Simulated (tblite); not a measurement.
Species: C₆H₅O₂S (doublet state).
Z-matrix (Å and degrees, GFN2-xTB geometry), rows numbered from 1:
```
C 
S   1  1.8222
C   2  1.7605  1   99.50
C   3  1.4486  2  121.73  1   -60.31
C   4  1.3237  3  117.99  2  -177.70
C   5  1.4289  4  126.52  3    -0.09
O   6  1.1950  5  130.80  4  -178.63
O   6  1.4145  5  111.67  4     1.71
C   8  1.3250  6  123.07  5    -2.39
H   1  1.0855  2  109.99  3    66.76
H   1  1.0846  2  106.28  3  -174.26
H   1  1.0851  2  109.40  3   -55.25
H   4  1.0790  3  119.03  2     1.27
H   9  1.0819  3  122.92  2    -3.08
```

Level: GFN2-xTB in tblite, geometry and Hessian alike; calculated harmonic values, unscaled, isolated species. This tight-binding method is rough: wavenumbers can miss measured ones by several per cent, in bad cases by 10 to 20. One conformer, not necessarily the lowest. Open shells enter through the occupations alone, without spin polarisation, and single modes of such species can be off by tens of per cent.

Harmonic wavenumbers (cm⁻¹): 25.2, 68.3, 111.0, 154.8, 241.9, 291.6, 335.3, 371.1, 450.4, 467.7, 581.3, 627.0, 669.3, 718.3, 743.6, 793.0, 849.1, 887.5, 933.8, 947.1, 968.4, 1064.6, 1176.6, 1228.9, 1262.2, 1313.2, 1437.4, 1442.9, 1515.6, 1640.3, 1796.7, 3036.4, 3046.2, 3060.5, 3068.4, 3077.1.

A = 4279, B = 786.3, C = 708.3 MHz; mass 141.001 u (most abundant isotopes); point group C1, symmetry number 1; spin multiplicity 2.

Question: What is the zero-point energy?

Answer: Half the sum of the wavenumbers: 20201 cm⁻¹ = 241.66 kJ/mol.

Question: What is S at 273.15 K and 1 bar for an ideal gas of classical rigid rotors and harmonic oscillators?

Answer: Translation 168.75, rotation 121.46, vibration 100.73, spin (R ln 2) 5.76: S = 396.7 J/(mol K).

Question: And Cp and H(273.15 K) − H(0)?

Answer: Cp = 133.27 J/(mol K), of which vibrations give 100.01 (their classical limit is 36 R = 299.3); H(273.15 K) − H(0) = 22.96 kJ/mol without the zero-point energy, 13.88 from vibrations.

Question: How do the functions run with temperature in this model?

Answer: 
| T (K) | S (J/(mol K)) | Cp (J/(mol K)) | H − H(0) (kJ/mol) | G − H(0) (kJ/mol) | ln q(vib) |
| --- | --- | --- | --- | --- | --- |
| 150 | 331.4 | 88.8 | 9.28 | -40.44 | 3.22 |
| 250 | 385.3 | 125.1 | 19.97 | -76.35 | 5.49 |
| 298.15 | 408.7 | 141.9 | 26.40 | -95.47 | 6.56 |
| 400 | 455.0 | 173.7 | 42.52 | -139.49 | 8.82 |
| 600 | 534.7 | 218.8 | 82.12 | -238.70 | 13.10 |
| 900 | 631.7 | 258.5 | 154.29 | -414.23 | 18.99 |

q(vib) and H(0) count from the zero-point level.

Question: What must be added to the electronic energy to get the Gibbs energy at 273.15 K and 1 bar?

Answer: ZPE + [H(273.15 K) − H(0)] − T·S = 241.66 + 22.96 − 108.36 = 156.26 kJ/mol.

Question: Which modes carry the vibrational entropy at 273.15 K?

Answer: 25.2 cm⁻¹: 25.11; 68.3 cm⁻¹: 16.86; 111.0 cm⁻¹: 12.89; 154.8 cm⁻¹: 10.24; 241.9 cm⁻¹: 6.84; 291.6 cm⁻¹: 5.52 J/(mol K); the other 30 give 23.27 together.

Hindered rotation and anharmonicity are outside this model. Other conformers, if any are populated, would add a mixing term that is left out. The structure is chiral; the term R ln 2 for an equal mix with its mirror image is left out.
